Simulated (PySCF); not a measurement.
Zn (zinc, neutral) across methods

[Ar] 3d10 4s1 4p1, high-spin 3P determinant (an excited configuration). Computed with PySCF 2.14 in aug-cc-pVDZ-DK, with scalar relativity by spin-free X2C-1e. The B2PLYP total includes its PT2 part (frozen core); its orbital energies are those of the SCF part.

```tsv
method	E (hartree)	mean ε 3d β (eV)	mean ε 4s α (eV)	mean ε 4p α (eV)	Σ⟨r²⟩ (bohr²)	⟨S²⟩
LDA	-1792.757	-12.152	-8.055	-2.603	40.13	2.002
UHF	-1794.16641	-22.513	-10.993	-5.256	40.44	2.002
TPSSh	-1795.752	-12.862	-8.203	-2.884	39.77	2.002
PBE	-1795.518	-11.869	-7.844	-2.588	40.43	2.002
PBE0	-1795.522	-14.659	-8.752	-3.316	39.97	2.002
BHandHLYP	-1795.719	-17.473	-9.531	-3.829	39.99	2.001
r2SCAN	-1795.745	-12.075	-8.094	-2.762	39.25	2.003
HSE06	-1795.529	-14.237	-8.395	-2.936	40.04	2.002
```

(1) Estimate the same row for B2PLYP.

Results:

(1) E (hartree) = -1795.465; mean ε 3d β (eV) = -17.570; mean ε 4s α (eV) = -9.553; mean ε 4p α (eV) = -3.891; Σ⟨r²⟩ (bohr²) = 40.23; ⟨S²⟩ = 2.001.
